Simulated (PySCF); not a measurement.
The second ionisation energy along group 13

All values are computed (PySCF 2.14, energy differences of UHF-based or UKS calculations, no spin-orbit coupling). Values in eV. The last column holds reference values (NIST; (s) semi-empirical, (t) theoretical, else measured). Unmarked ones compare directly (S terms, centres of terms, or small fine structure); those marked * lie between the lowest fine-structure levels and include a spin-orbit shift.

```csv
element,configurations,UHF,MP2 (valence),CCSDT (valence),FCI (valence),LDA,r2SCAN,reference
"B (aug-cc-pVDZ-DK, spin-free X2C)",[He] 2s2 → [He] 2s1,23.499,24.387,25.095,25.095,24.587,24.308,25.155
"Al (aug-cc-pVDZ-DK, spin-free X2C)",[Ne] 3s2 → [Ne] 3s1,17.578,18.263,18.626,18.626,18.954,18.442,18.829
"Ga (aug-cc-pVDZ-DK, spin-free X2C)",[Ar] 3d10 4s2 → [Ar] 3d10 4s1,18.802,19.445,19.775,19.775,21.177,20.546,20.515
```

Task: Which of these methods has the smallest mean absolute error against the measured values here?

Result: CCSDT (valence), with 0.334 eV.

| method | elements | mean error (eV) | mean absolute error (eV) | largest error (eV) |
| --- | --- | --- | --- | --- |
| UHF | 3 | -1.540 | 1.540 | -1.713 |
| MP2 (valence) | 3 | -0.801 | 0.801 | -1.070 |
| CCSDT (valence) | 3 | -0.334 | 0.334 | -0.740 |
| FCI (valence) | 3 | -0.334 | 0.334 | -0.740 |
| LDA | 3 | 0.073 | 0.452 | 0.662 |
| r2SCAN | 3 | -0.401 | 0.422 | -0.847 |

Errors include the incompleteness of the basis and the frozen core.

"Valence" correlates the outer s and p shells and, in groups 3 to 12 and the f block, the outer d or f shell, open or full, or the next shell where the ion has no valence electron left; the wider scheme adds the next inner shell.
